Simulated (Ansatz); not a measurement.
Isolated molecules relaxed with PBE0-D4/def2-TZVP in Ansatz; ΔE leaves out vibrations. CCSD(T)/CBS is the MP2 limit (def2-TZVPP, def2-QZVPP) plus CCSD(T) − MP2 in def2-TZVPP, frozen cores. This one scheme is used for every species. Functionals use def2-TZVPP. B3LYP here is the variant with VWN-RPA as its local correlation; programs differ in this. HSE06 is defined as in plane-wave codes. One conformer a species, not always the lowest.

Consider the cleavage of the P–Si bond: `O[SiH](P)S` + PH₃ → `PP` + `O[SiH2]S`.

```json
{"level": "BLYP-D4", "ΔE (kJ/mol)": "21.3", "difference from CCSD(T)/CBS": "-1.0"}
{"level": "B97M-V", "ΔE (kJ/mol)": "24.4", "difference from CCSD(T)/CBS": "2.1"}
{"level": "B3LYP-D4", "ΔE (kJ/mol)": "21.9", "difference from CCSD(T)/CBS": "-0.4"}
{"level": "r2SCANh-D4", "ΔE (kJ/mol)": "23.7", "difference from CCSD(T)/CBS": "1.4"}
{"level": "r2SCAN0-D4", "ΔE (kJ/mol)": "23.5", "difference from CCSD(T)/CBS": "1.2"}
{"level": "HSE06-D4", "ΔE (kJ/mol)": "23.8", "difference from CCSD(T)/CBS": "1.5"}
{"level": "PBE", "ΔE (kJ/mol)": "20.5", "difference from CCSD(T)/CBS": "-1.8"}
{"level": "BLYP", "ΔE (kJ/mol)": "15.4", "difference from CCSD(T)/CBS": "-6.9"}
{"level": "r2SCAN0", "ΔE (kJ/mol)": "22.3", "difference from CCSD(T)/CBS": "0.0"}
{"level": "HSE06", "ΔE (kJ/mol)": "20.8", "difference from CCSD(T)/CBS": "-1.5"}
{"level": "BHLYP", "ΔE (kJ/mol)": "17.4", "difference from CCSD(T)/CBS": "-4.9"}
{"level": "LC-ωPBE", "ΔE (kJ/mol)": "23.8", "difference from CCSD(T)/CBS": "1.5"}
{"level": "CCSD(T)/def2-SVP", "ΔE (kJ/mol)": "24.3", "difference from CCSD(T)/CBS": "2.0"}
{"level": "SCS-MP2/def2-TZVPP", "ΔE (kJ/mol)": "19.9", "difference from CCSD(T)/CBS": "-2.4"}
{"level": "MP2/CBS(def2)", "ΔE (kJ/mol)": "22.0", "difference from CCSD(T)/CBS": "-0.3"}
{"level": "CCSD/CBS(def2)", "ΔE (kJ/mol)": "21.4", "difference from CCSD(T)/CBS": "-0.9"}
{"level": "CCSD(T)/CBS", "ΔE (kJ/mol)": "22.3", "difference from CCSD(T)/CBS": "0"}
```

Largest T1 diagnostic among the species: 0.014.

In def2-TZVPP, CCSD(T) changes the Hartree–Fock value by +8.1 kJ/mol (the triples alone add +0.9 kJ/mol) and MP2 by +7.8 kJ/mol. The D4 term adds +5.1 kJ/mol with B3LYP and +3.0 kJ/mol with PBE0; it sums over pairs of atoms, weighted by their polarisabilities, and B3LYP, whose exchange is more repulsive, gets the larger term.
